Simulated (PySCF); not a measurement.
**Solvent effects on NMR parameters**

Geometry (Å), atoms numbered from 1 in this order:
```xyz
10

Si   -1.2476    0.4417    0.2029
C     0.0143   -0.8011   -0.4721
P     1.3139   -1.2196    0.7777
P     2.6826    0.2817    0.7436
H    -1.7924   -0.0449    1.5054
H    -0.5787    1.7596    0.4120
H    -2.3709    0.6004   -0.7709
H    -0.5219   -1.7319   -0.7249
H     0.4514   -0.3944   -1.3985
H     2.1000    1.0874   -0.2958
```

GIAO PBE0/pcSseg-1 in PySCF 2.14.0 with density-fitted response routines on one PBE0-D3(BJ)/def2-SVP conformer, non-relativistic, equivalent nuclei averaged. Solvents enter as an IEF-PCM continuum (benzene with ε = 2.3, dimethylsulfoxide with ε = 46.8) around the gas-phase geometry. Shifts are referred to TMS computed in the same medium.

Gas phase, δ in ppm: Si1 -64.7, C2 35.1, H10 9.96, H5/H6/H7 3.97, H8/H9 2.62. Dipole moment 2.29 D.

Q: How does each δ change in the continuum?

A: 
| atoms | environment | Δδ, benzene | Δδ, dimethylsulfoxide |
| --- | --- | --- | --- |
| Si1 | silicon bonded to C, 3 H | +0.6 | +1.3 |
| C2 | carbon bonded to P, Si, 2 H | +1.0 | +2.5 |
| H10 | hydrogen on a phosphorus bonded to P | +0.06 | +0.21 |
| H5/H6/H7 | hydrogen on a silicon bonded to C | -0.02 | -0.05 |
| H8/H9 | hydrogen on a carbon bonded to P, Si | +0.16 | +0.40 |

Changes are relative to the gas phase. The dipole moment becomes 2.65 D in benzene, 3.19 D in dimethylsulfoxide.

Q: Which nuclei move most (in ppm), and what does the model miss?

A: C2 (carbon bonded to P, Si, 2 H, +2.5 ppm) in dimethylsulfoxide. A continuum only polarises the solute; specific hydrogen bonds, the anisotropy of aromatic solvents and changes of geometry or conformer are outside it.
